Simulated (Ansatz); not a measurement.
C₅H₅ClF₄O₃Ti (`CC1=CC(C(F)(F)F)=[O+][Ti-]([OH])([F])([Cl])[O]1`), relaxed with RKS PBE-D4/def2-SVP in Ansatz from a rough embedded geometry. The force threshold is 0.03 eV/Å; the program also tests the step.

Charge 0, multiplicity 1.

Start:

```xyz
19

C     2.537   -0.446   -0.766
C     1.199   -0.215   -0.171
C     0.130   -0.600   -0.837
C    -1.301   -0.486   -0.382
C    -2.288   -1.034   -1.429
F    -2.058   -2.391   -1.592
F    -2.059   -0.353   -2.580
F    -3.544   -0.697   -0.959
O    -1.730   -0.021    0.596
Ti   -0.288    0.913    2.205
O     0.346    3.265    1.709
F    -1.842    1.660    3.095
Cl    0.548   -0.324    4.157
O     1.303    0.396    1.038
H     2.433   -0.992   -1.790
H     3.050    0.439   -1.071
H     3.180   -1.119   -0.212
H     0.321   -1.122   -1.787
H     0.064    3.128    0.779
```

Q: How much energy does the relaxation release, and in how many steps? (An estimate is asked.)

A: Computed: 5.13 eV, in 40 steps, 3 of them rejected.

Q: Which bonds change most? (An estimate is asked.)

A: Ansatz gave: Ti10–O11 from 2.486 to 1.791 Å; O9–Ti10 from 2.353 to 1.984 Å; Ti10–Cl13 from 2.457 to 2.213 Å; Ti10–F12 from 1.940 to 1.751 Å.

Q: Give the relaxed structure. (An estimate is asked.)

A: Computed: 
```xyz
19

C     2.635   -0.426   -0.724
C     1.226   -0.157   -0.268
C     0.118   -0.754   -0.938
C    -1.179   -0.492   -0.510
C    -2.380   -1.091   -1.263
F    -1.988   -1.888   -2.282
F    -3.143   -0.104   -1.770
F    -3.134   -1.823   -0.422
O    -1.520    0.240    0.490
Ti   -0.556    1.247    1.901
O     0.302    2.818    1.819
F    -2.101    1.865    2.446
Cl    0.135   -0.018    3.580
O     1.076    0.617    0.730
H     2.679   -1.068   -1.621
H     3.147    0.536   -0.928
H     3.194   -0.911    0.104
H     0.280   -1.405   -1.803
H     1.211    2.813    1.460
```
